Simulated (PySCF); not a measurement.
C3H7N, SMILES `NC1CC1` (H–N–C–C torsion 24°), neutral singlet in the gas phase. 

Cartesian coordinates (Å):
```xyz
11

N      1.4819    -0.5965    -0.3656
C      0.2476    -0.4478     0.3706
C     -1.0334    -0.2769    -0.3787
C     -0.5063     0.8577     0.4713
H      1.3930    -0.1910    -1.2922
H      2.2373    -0.1031     0.1026
H      0.2092    -1.0893     1.2447
H     -0.9672    -0.1652    -1.4553
H     -1.9106    -0.8155    -0.0436
H     -0.0893     1.7134    -0.0469
H     -1.0243     1.0946     1.3931
```
Charge 0, multiplicity 1.

All levels are single points at this geometry (TPSSh-D3(BJ)/def2-TZVP); Pople sets use spherical d functions. Orbital energies aren't observables, and empty levels follow the basis.

```csv
level,HOMO (eV),LUMO (eV),gap (eV),dipole (D),"vertical IE, Delta-SCF (eV)"
TPSSh-D3(BJ)/def2-TZVP in PySCF,-5.77,1.10,6.87,1.19,–
B3LYP/3-21G in PySCF,-5.53,3.16,8.69,1.41,–
B3LYP/6-31G* in PySCF,-5.93,2.49,8.42,1.28,8.64
BP86/6-31G* in PySCF,-4.81,1.86,6.68,1.26,–
HF/3-21G in PySCF,-9.62,7.28,16.90,1.55,–
HF/STO-3G in PySCF,-8.24,13.25,21.48,1.38,–
```
